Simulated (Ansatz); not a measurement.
Reactions of C4H10Si, SMILES `C[SiH]1CCC1`.

Calculated with Ansatz (gas phase, PBE0-D4/def2-TZVP geometries, no zero-point term in ΔE). CCSD(T)/CBS is the MP2 limit (def2-TZVPP, def2-QZVPP) plus CCSD(T) − MP2 in def2-TZVPP, frozen cores. This one scheme is used for every species, atoms too. Functionals use def2-TZVPP. No spin–orbit coupling; open shells (•) take unrestricted orbitals. Spin–orbit coupling would lower the free atoms: a little for C, Si. One conformer a species, not always the lowest.

| reaction | PBE0-D4 (kJ/mol) | MP2/CBS(def2) (kJ/mol) | CCSD(T)/CBS(def2) (kJ/mol) |
| --- | --- | --- | --- |
| `C[SiH]1CCC1` → `C1CC[SiH2]C1` | -28 | -28 | -29 |
| `C[SiH]1CCC1` → `C=CCC[SiH3]` | 86 | 82 | 70 |
| `C[SiH]1CCC1` → `C[SiH2]C1CC1` | 47 | 45 | 46 |
| `C[SiH]1CCC1` → 4 C• + 10 H• + Si• | 5806 | 5816 | 5770 |
| `C[SiH]1CCC1` → `C[Si]1(C)CC1` | 17 | 17 | 19 |
| `C[SiH]1CCC1` + H₂O → `O[SiH]1CCC1` + CH₄ | -99 | -104 | -103 |

Largest T1 diagnostic: 0.012, for Si•.
